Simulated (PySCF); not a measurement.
Ti²⁺: excitation energy

Ti²⁺ [Ar] 3d2 (3F) → Ti²⁺ [Ar] 3d1 4s1 (3D), as a difference of total energies. Computed with PySCF 2.14 in x2c-TZVPPall with one added diffuse shell each of s, p, d, f type (7s6p5d3f1g, 80 functions), with scalar relativity by spin-free X2C-1e. Correlated levels: valence and next inner shell: [Ne] frozen. The calculations carry no spin-orbit coupling.

```
                                method  excitation energy (eV)
                                   UHF                   4.638
    MP2 (valence and next inner shell)                   4.552
SCS-MP2 (valence and next inner shell)                   4.594
   CCSD (valence and next inner shell)                   4.540
CCSD(T) (valence and next inner shell)                   4.519
```

Task: How much does correlation contribute at CCSD(T) (valence and next inner shell)?

Result: 4.519 − (4.638) = -0.119 eV, measured against UHF.
